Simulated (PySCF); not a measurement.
Species: `C=CN1N=C(C)C(SC)=N1`. The columns A, B, C and D hold Mulliken, IAO, Hirshfeld and ESP-fitted charges (e) of one PBE0/pcSseg-1 density (PySCF), in a shuffled order. Coordinates in Å (PBE0-D3(BJ)/def2-SVP); the density's dipole moment is (-0.26, -0.75, 0.23) D.

```csv
atom,x,y,z,A,B,C,D
C1,3.056,-1.316,-0.196,-0.198,-0.114,-0.399,-0.339
C2,2.574,-0.094,-0.426,+0.131,-0.003,-0.309,-0.048
N3,1.231,0.262,-0.283,-0.254,+0.087,+0.684,+0.152
N4,0.823,1.500,-0.514,-0.231,-0.128,-0.642,-0.234
C5,-0.479,1.480,-0.281,-0.009,+0.022,+0.492,+0.067
C6,-1.362,2.666,-0.416,-0.155,-0.115,-0.495,-0.431
C7,-0.816,0.150,0.103,-0.032,-0.004,-0.074,-0.068
S8,-2.402,-0.433,0.521,+0.083,+0.033,-0.086,+0.179
C9,-2.010,-2.157,0.877,-0.378,-0.115,-0.410,-0.496
N10,0.283,-0.587,0.093,-0.256,-0.125,-0.317,-0.267
H11,2.403,-2.128,0.125,+0.147,+0.045,+0.161,+0.168
H12,4.121,-1.509,-0.332,+0.137,+0.054,+0.207,+0.163
H13,3.178,0.755,-0.750,+0.109,+0.062,+0.223,+0.177
H14,-2.145,2.493,-1.171,+0.143,+0.049,+0.136,+0.158
H15,-0.771,3.541,-0.716,+0.139,+0.054,+0.177,+0.166
H16,-1.870,2.891,0.535,+0.142,+0.048,+0.135,+0.158
H17,-1.585,-2.647,-0.009,+0.164,+0.047,+0.154,+0.165
H18,-1.297,-2.228,1.709,+0.164,+0.047,+0.154,+0.165
H19,-2.958,-2.637,1.152,+0.155,+0.054,+0.210,+0.165
```

Which column most likely holds the ESP-fitted charges?

C. Σ q r misses the density's dipole by 0.03 D (C), 0.60 D (B), 0.72 D (D), 1.68 D (A). Charges fitted to the outside potential are the only set here that is tied to the molecule's multipoles.

And the Hirshfeld charges?

B. The mean sizes are 0.063 e (B), 0.159 e (A), 0.198 e (D), 0.288 e (C), and Hirshfeld charges are commonly the smallest of these schemes.

As computed, A = Mulliken, B = Hirshfeld, C = ESP-fitted, D = IAO. Hydrogens on carbon: Mulliken +0.11 to +0.16, Hirshfeld +0.05 to +0.06, ESP-fitted +0.13 to +0.22, IAO +0.16 to +0.18 e.

The IAO scheme projects the occupied orbitals on a minimal set of polarised atomic orbitals and counts the electrons in each atom's part of it. The Hirshfeld scheme weights the molecular density at each point by an atom's share of the summed free-atom densities.

One conformer (not necessarily the lowest) at the PBE0-D3(BJ)/def2-SVP geometry, without solvent, vibrations or thermal averaging.

These values come from a run that also computed NMR shieldings. Hardware: Arm Neoverse V2, one thread, no GPU, on a shared host. Cost: 53 s (grids of density and orbitals included), 1.0 GiB resident at most.

The values belong to the conformer `[CH2:1]=[CH:2][n:3]1[n:4][c:5]([CH3:6])[c:7]([S:8][CH3:9])[n:10]1`: C1–C2–N3–N4 179°, C5–C7–S8–C9 180°.
